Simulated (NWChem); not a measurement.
Species: CH$_{6}$OSi; SMILES [SiH2](C)O

```xyz
9

Si     0.4964     0.0958     0.0019
C     -0.4539    -1.5293    -0.0206
O     -0.4928     1.4424    -0.0682
H      1.3605     0.2015    -1.1998
H      1.3551     0.1257     1.2250
H     -1.1058    -1.6393     0.8545
H      0.2466    -2.3744    -0.0162
H     -1.0770    -1.6142    -0.9180
H     -1.0634     1.5963     0.6970
```
Atoms are numbered in this order, from 1.

Program: NWChem. Pople sets run with spherical d functions. The geometry was optimised at B3LYP/6-31G* (spherical d). B3LYP is NWChem's, with the RPA form of VWN correlation. Vertical excitations in the gas phase; the lowest state need not have the same character in each row.

```csv
level,"lowest excitation, singlet (eV)",oscillator strength of that lowest state,"lowest state with f > 0.02, singlet (eV)",lowest triplet (eV),orbital gap (eV)
"PBE/6-31+G*, TDA",6.20,0.018,6.78,5.96,6.10
"B3LYP/6-31+G*, TDA",6.73,0.019,7.46,6.46,7.78
"Hartree-Fock/6-31+G*, CIS",8.51,0.021,8.51,8.04,13.52
"CAM-B3LYP/6-31+G*, TDA",7.04,0.019,7.93,6.72,10.30
```
